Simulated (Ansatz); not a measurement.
Calculated with Ansatz (gas phase, PBE0-D4/def2-TZVP geometries, no zero-point term in ΔE). CCSD(T)/CBS is the MP2 limit (def2-TZVPP, def2-QZVPP) plus CCSD(T) − MP2 in def2-TZVPP, frozen cores. One conformer a species, not always the lowest.

Reaction (redistribution): `NB[SiH2]O` + `BOC=N` → `N=COBN` + `B[SiH2]O`

| species | MP2/def2-SVP energy (Eh) |
| --- | --- |
| `NB[SiH2]O` | -446.82187 |
| `BOC=N` | -194.61580 |
| `N=COBN` | -249.84581 |
| `B[SiH2]O` | -391.58480 |

(1) Work out ΔE.

(2) What do rigid-rotor, harmonic-oscillator terms from PBE0-D4/def2-TZVP frequencies (298.15 K, 1 bar) make of the CCSD(T)/CBS value? (An estimate is asked.)

Largest T1 diagnostic among the species: 0.015.

Answers

(1) ΔE = (-249.84581) + (-391.58480) − (-446.82187) − (-194.61580) = 0.00706 Eh = +18.5 kJ/mol. CCSD(T)/CBS gives +12.9 kJ/mol.

(2) Computed: ΔZPE = -3.0 kJ/mol, ΔH = +9.8 kJ/mol, ΔS = -7 J/(mol·K), ΔG = +11.8 kJ/mol.

From BLYP to BHLYP (50 % exact exchange), in def2-TZVPP and without D4, ΔE moves by −8.1 kJ/mol. In def2-TZVPP, CCSD(T) changes the Hartree–Fock value by +8.0 kJ/mol (the triples alone add +1.5 kJ/mol) and MP2 by +8.4 kJ/mol. Leaving LDA and LC-ωPBE aside and taking each functional with its dispersion term where it has one, the values, not all of them listed here, spread over 7.9 kJ/mol, from B97M-V to BLYP-D4. LDA lies −6.5 kJ/mol from PBE without D4.
